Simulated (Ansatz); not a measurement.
ClH$_{5}$O$_{2}$Si$_{2}$ (`O[SiH](O)[SiH2]Cl`) at its PBE0-D4/def2-TZVP geometry, where that method's forces vanish. Total charge 0; spin multiplicity 1.

```xyz
10

O     1.2501   -0.0718    1.6037
Si    0.2807   -0.6018    0.3968
O     1.2305   -1.2347   -0.7880
Si   -0.8953    1.2716   -0.3756
Cl   -1.9774    0.5846   -2.0081
H     1.8550   -0.6953    2.0103
H    -0.6672   -1.6571    0.8633
H     0.8102   -1.7805   -1.4547
H    -1.8702    1.8160    0.6036
H    -0.0163    2.3691   -0.8513
```

Problem. What forces (eV/Å) does ωB97M-V/def2-TZVPP give on these atoms in the Gaussian-basis code of Ansatz? (Best estimate.)

Solution. Ansatz gave: 
```
O1   0.084 -0.003  0.089
Si2 -0.287 -0.007  0.007
O3   0.008 -0.050 -0.094
Si4  0.092  0.117  0.154
Cl5 -0.032 -0.030 -0.052
H6  -0.014  0.037  0.000
H7   0.103  0.117 -0.054
H8   0.032  0.008  0.006
H9   0.115 -0.063 -0.113
H10 -0.103 -0.127  0.057
```
